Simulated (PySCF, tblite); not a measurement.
Isomers of C4H10NOSi (doublet state), one GFN2-xTB conformer each. Single-point energies are computed at B3LYP/pcH-1 (PySCF, gas phase, no added dispersion term), electronic only. GFN2-xTB treats the open shell by occupation alone, and not every SCF solution was tested for stability.

| SMILES | GFN2-xTB relative energy (kcal/mol) |
| --- | --- |
| [CH2][C@@H]1C[Si@@](C)(N)O1 | 7.8 |
| C[C@@H]1C[Si@@](C)([NH])O1 | 0.0 |
| C[C@@H]1[CH][Si@@](C)(N)O1 | 4.2 |

Conformers: `[CH2:1][C@@H:2]1[CH2:3][Si@@:4]([CH3:5])([NH2:6])[O:7]1` (doublet state) with H–C1–C2–C3 -94° and 81°, C3–Si4–N6–H -137° and 73°; `[CH3:1][C@@H:2]1[CH2:3][Si@@:4]([CH3:5])([NH:6])[O:7]1` (doublet state) with C3–Si4–N6–H -111°; `[CH3:1][C@@H:2]1[CH:3][Si@@:4]([CH3:5])([NH2:6])[O:7]1` (doublet state) with C3–Si4–N6–H 42° and -103°.

Question: What does B3LYP/pcH-1 give for the same structures?

Answer: 
| SMILES | B3LYP/pcH-1 E (Eh) | B3LYP/pcH-1 (kcal/mol) | GFN2-xTB (kcal/mol) | point group |
| --- | --- | --- | --- | --- |
| C[C@@H]1[CH][Si@@](C)(N)O1 | -577.95930 | 0.0 | 4.2 | C1 |
| [CH2][C@@H]1C[Si@@](C)(N)O1 | -577.95430 | 3.1 | 7.8 | C1 |
| C[C@@H]1C[Si@@](C)([NH])O1 | -577.92587 | 21.0 | 0.0 | C1 |

GFN2-xTB puts C[C@@H]1C[Si@@](C)([NH])O1 lowest instead; measured from each level's own lowest isomer, the values differ by up to 21.0 kcal/mol (C[C@@H]1C[Si@@](C)([NH])O1: 0.0 against 21.0). Neighbours under 5.0 kcal/mol apart (C[C@@H]1[CH][Si@@](C)(N)O1 and [CH2][C@@H]1C[Si@@](C)(N)O1) can change places with a better method, another conformer or zero-point energy.

Question: What happens when harmonic zero-point energies from GFN2-xTB frequencies are added?

Answer: 
| SMILES | ZPE (kcal/mol) | electronic (kcal/mol) | with ZPE (kcal/mol) |
| --- | --- | --- | --- |
| C[C@@H]1[CH][Si@@](C)(N)O1 | 84.5 | 0.0 | 0.0 |
| [CH2][C@@H]1C[Si@@](C)(N)O1 | 83.6 | 3.1 | 2.2 |
| C[C@@H]1C[Si@@](C)([NH])O1 | 85.2 | 21.0 | 21.6 |

The zero-point energies span 1.6 kcal/mol. The order is unchanged.

Question: As an exercise, what shares would exp(−E/RT) give at 500 K from these electronic energies alone (no entropy, no degeneracies)?

Answer: RT = 0.994 kcal/mol: C[C@@H]1[CH][Si@@](C)(N)O1 95.9 %, [CH2][C@@H]1C[Si@@](C)(N)O1 4.1 %, C[C@@H]1C[Si@@](C)([NH])O1 under 0.1 %.
